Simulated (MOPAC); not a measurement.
Input for MOPAC: PM7 on ClH5OSi (a complex), monomers drawn apart or pushed together.

```
PM7 1SCF PRECISE CHARGE=0 THREADS=1
ClH5OSi

O      0.09649005 1    -0.38124144 1     0.07613971 1
H      0.78542324 1    -0.95395377 1    -0.27665189 1
H      0.56608962 1     0.32634946 1     0.53390192 1
Si    -0.35637809 1    -0.73678701 1     5.77803791 1
Cl     1.02691694 1     0.81898508 1     5.69787981 1
H     -0.61901472 1    -0.98021965 1     7.21142486 1
H      0.24554538 1    -1.93281001 1     5.16500462 1
H     -1.58662907 1    -0.31376984 1     5.09186349 1
```

It printed:

```
*******************************************************************************
 **                                                                           **
 **                              MOPAC v23.2.5                                **
 **                                                                           **
 *******************************************************************************
 ** MOPAC's Digital Object Identifier: https://doi.org/10.5281/zenodo.6511958 **
 **                                                                           **
 ** Please cite the open-source release paper for use of this MOPAC version:  **
 ** J. E. Moussa and J. J. P. Stewart (2026)                                  **
 ** MOPAC: An open-source semiempirical molecular orbital program             **
 ** J. Open Source Softw., 11(119), 8025, https://doi.org/10.21105/joss.08025 **
 *******************************************************************************

                              PM7 CALCULATION RESULTS

 *******************************************************************************
 *  PM7        - The PM7 Hamiltonian to be used
 *
 *
 *
 *                 CHARGE ON SYSTEM = 0
 *
 *
 *
 *  PRECISE    - TIGHTER CRITERIA TO BE USED
 *  1SCF       - DO 1 SCF AND THEN STOP
 *  THREADS=1  - MULTI-THREADING NOT USED
 *  T=         - A TIME OF 172800.0 SECONDS REQUESTED
 *  DUMP=N     - RESTART FILE WRITTEN EVERY 7200.0 SECONDS REQUESTED
 *******************************************************************************
PM7 1SCF PRECISE CHARGE=0 THREADS=1
 ClH5OSi

   ATOM   CHEMICAL          X               Y               Z
  NUMBER   SYMBOL      (ANGSTROMS)     (ANGSTROMS)     (ANGSTROMS)

     1       O          0.09649005  *  -0.38124144  *   0.07613971  *
     2       H          0.78542324  *  -0.95395377  *  -0.27665189  *
     3       H          0.56608962  *   0.32634946  *   0.53390192  *
     4      Si         -0.35637809  *  -0.73678701  *   5.77803791  *
     5      Cl          1.02691694  *   0.81898508  *   5.69787981  *
     6       H         -0.61901472  *  -0.98021965  *   7.21142486  *
     7       H          0.24554538  *  -1.93281001  *   5.16500462  *
     8       H         -1.58662907  *  -0.31376984  *   5.09186349  *



          CARTESIAN COORDINATES

    NO.       ATOM           X           Y           Z

     1         O          0.0965     -0.3812      0.0761
     2         H          0.7854     -0.9540     -0.2767
     3         H          0.5661      0.3263      0.5339
     4        Si         -0.3564     -0.7368      5.7780
     5        Cl          1.0269      0.8190      5.6979
     6         H         -0.6190     -0.9802      7.2114
     7         H          0.2455     -1.9328      5.1650
     8         H         -1.5866     -0.3138      5.0919

 General Reference for PM7:
 "Optimization of Parameters for Semiempirical Methods VI: More Modifications to the
 NDDO Approximations and Re-optimization of Parameters", J. J. P. Stewart, J. Mol. Mod., 1:32, 19 (2013)
 https://link.springer.com/article/10.1007/s00894-012-1667-x

           Empirical Formula: H5 O Si Cl  =     8 atoms



      MOLECULAR POINT GROUP   :   C1


      RHF CALCULATION, NO. OF DOUBLY OCCUPIED LEVELS = 11


 -------------------------------------------------------------------------------
 PM7 1SCF PRECISE CHARGE=0 THREADS=1
 ClH5OSi



     1SCF WAS SPECIFIED, SO BFGS WAS NOT USED
     SCF FIELD WAS ACHIEVED


                              PM7 CALCULATION
                                                       MOPAC v23.2.5 Linux




          FINAL HEAT OF FORMATION =        -86.61088 KCAL/MOL =    -362.37991 KJ/MOL


          COSMO AREA              =        141.41 SQUARE ANGSTROMS
          COSMO VOLUME            =        116.71 CUBIC ANGSTROMS

          IONIZATION POTENTIAL    =         11.509949 EV
          HOMO LUMO ENERGIES (EV) =        -11.510 -0.455
          NO. OF FILLED LEVELS    =         11
          MOLECULAR WEIGHT        =         84.5774         POINT GROUP:  C1

          MOLECULAR DIMENSIONS (Angstroms)

            Atom       Atom       Distance
            H     6    H     2     7.61869
           Cl     5    H     8     2.91014
            H     7    H     3     2.27595


          SCF CALCULATIONS        =          1





   ATOM   CHEMICAL          X               Y               Z
  NUMBER   SYMBOL      (ANGSTROMS)     (ANGSTROMS)     (ANGSTROMS)

     1       O          0.09649005  *  -0.38124144  *   0.07613971  *
     2       H          0.78542324  *  -0.95395377  *  -0.27665189  *
     3       H          0.56608962  *   0.32634946  *   0.53390192  *
     4      Si         -0.35637809  *  -0.73678701  *   5.77803791  *
     5      Cl          1.02691694  *   0.81898508  *   5.69787981  *
     6       H         -0.61901472  *  -0.98021965  *   7.21142486  *
     7       H          0.24554538  *  -1.93281001  *   5.16500462  *
     8       H         -1.58662907  *  -0.31376984  *   5.09186349  *

                             CARTESIAN COORDINATES

   1    O        0.096490050    -0.381241440     0.076139710
   2    H        0.785423240    -0.953953770    -0.276651890
   3    H        0.566089620     0.326349460     0.533901920
   4   Si       -0.356378090    -0.736787010     5.778037910
   5   Cl        1.026916940     0.818985080     5.697879810
   6    H       -0.619014720    -0.980219650     7.211424860
   7    H        0.245545380    -1.932810010     5.165004620
   8    H       -1.586629070    -0.313769840     5.091863490


           Empirical Formula: H5 O Si Cl  =     8 atoms



      MOLECULAR POINT GROUP   :   C1


                  EIGENVALUES
 -29.43886 -25.95728 -18.53194 -17.73091 -14.21303 -13.71187 -13.64586 -13.19310
 -12.07485 -11.53261 -11.50995  -0.45521   1.73994   1.84565   3.99925   6.29180
   6.40836  20.13723  20.16158  20.64900  20.87513  20.88197  70.82935  70.96127
  70.97475  71.47219  71.47248


              NET ATOMIC CHARGES AND DIPOLE CONTRIBUTIONS

  ATOM NO.   TYPE          CHARGE      No. of ELECS.   s-Pop       p-Pop       d-Pop
    1          O          -0.651175        6.6512     1.81977     4.83140
    2          H           0.324327        0.6757     0.67567
    3          H           0.326851        0.6731     0.67315
    4         Si           0.155041        3.8450     0.94833     2.76923     0.12740
    5         Cl          -0.304474        7.3045     1.98381     5.31874     0.00192
    6          H           0.049522        0.9505     0.95048
    7          H           0.047991        0.9520     0.95201
    8          H           0.051916        0.9481     0.94808
 DIPOLE           X         Y         Z       TOTAL
 POINT-CHG.    -0.443    -2.285     0.315     2.348
 HYBRID         0.788     0.561    -0.067     0.969
 SUM            0.345    -1.724     0.247     1.775


          ATOMIC ORBITAL ELECTRON POPULATIONS

     Atom    s        px        py        pz      x^2-y^2     xz        z^2       yz        xy
    1  O   1.81977   1.47662   1.54036   1.81441
    2  H   0.67567
    3  H   0.67315
    4 Si   0.94833   0.88044   0.82961   1.05917   0.03312   0.02367   0.02470   0.02232   0.02358
    5 Cl   1.98381   1.71009   1.64270   1.96595   0.00029   0.00014   0.00035   0.00016   0.00098
    6  H   0.95048
    7  H   0.95201
    8  H   0.94808

 **********************
 *                    *
 * JOB ENDED NORMALLY *
 *                    *
 **********************




 == MOPAC DONE ==
```

The run finished.

Cost: very roughly 0.05 core-seconds.
